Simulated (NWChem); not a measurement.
Molecule: sulfur tetrafluoride (SF4); SMILES FS(F)(F)F

```xyz
5

F      1.2205     0.0000     0.6168
S      0.0000     0.0000    -0.3878
F      0.0000    -1.6542    -0.2755
F      0.0000     1.6542    -0.2755
F     -1.2205     0.0000     0.6168
```
Atoms are numbered in this order, from 1.

Program: NWChem. The geometry was optimised at PBE0/def2-SVP. Level: PBE0/def2-SVP with SMD (1 M gas to 1 M solution), gas-phase geometry.

Predict the results for solvent n-hexane. Quantities: solvation free energy (kcal/mol); cavity-dispersion-structure term (kcal/mol); dipole in solution (D).


```
Quantity                                     Result
-------------------------------------------  ------
solvation free energy (kcal/mol)               -0.7
cavity-dispersion-structure term (kcal/mol)     0.3
dipole in solution (D)                         1.02
```
